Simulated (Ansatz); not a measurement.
Born–Oppenheimer molecular dynamics of CH7FOSi2 (12 atoms, charge 0, multiplicity 1). It goes on from the last frame of an earlier run, with new velocities.

All numbers below come from RKS PBE-D4/STO-3G in Ansatz 0.2.0.

```json
{
  "ensemble": "NVE (velocity Verlet)",
  "time step": "1 fs",
  "steps asked": "150",
  "starting velocities drawn for": "100 K",
  "seed": "965380"
}
```

First frame:

```xyz
12
Properties=species:S:1:pos:R:3
F -2.562 0.293 0.986
Si -1.030 0.560 1.520
O 0.028 -0.804 1.241
C 0.224 -1.088 -0.203
Si 1.128 0.185 -1.370
H -0.974 0.739 2.942
H -0.510 1.737 0.852
H 0.837 -2.011 -0.238
H -0.725 -1.378 -0.694
H 0.234 1.231 -1.856
H 2.216 0.840 -0.653
H 1.651 -0.578 -2.498
```

How far do the bonds stretch over the last three quarters of this one trajectory? (Pairs bonded in most of those frames.)


| bond | mean (Å) | spread (Å) | shortest | longest |
| --- | --- | --- | --- | --- |
| F1–Si2 | 1.654 | 0.019 | 1.62 | 1.69 |
| Si2–O3 | 1.735 | 0.010 | 1.72 | 1.76 |
| Si2–H6 | 1.463 | 0.025 | 1.43 | 1.50 |
| Si2–H7 | 1.471 | 0.032 | 1.42 | 1.52 |
| O3–C4 | 1.481 | 0.009 | 1.46 | 1.50 |
| C4–Si5 | 1.922 | 0.010 | 1.90 | 1.94 |
| C4–H8 | 1.116 | 0.005 | 1.11 | 1.13 |
| C4–H9 | 1.122 | 0.010 | 1.10 | 1.14 |
| Si5–H10 | 1.456 | 0.007 | 1.44 | 1.47 |
| Si5–H11 | 1.455 | 0.006 | 1.45 | 1.46 |
| Si5–H12 | 1.456 | 0.007 | 1.45 | 1.47 |

Mean temperature of the second half: 75 K. The conserved energy stayed within 0.16 meV per atom of its start (net change 0.068 meV per atom), so the integration is sound. A run of 0.15 ps of so small a system gives no equilibrium averages. Limits of this set-up: minimal basis.

Run time: 9.5 min on 1 CPU thread of a shared host.
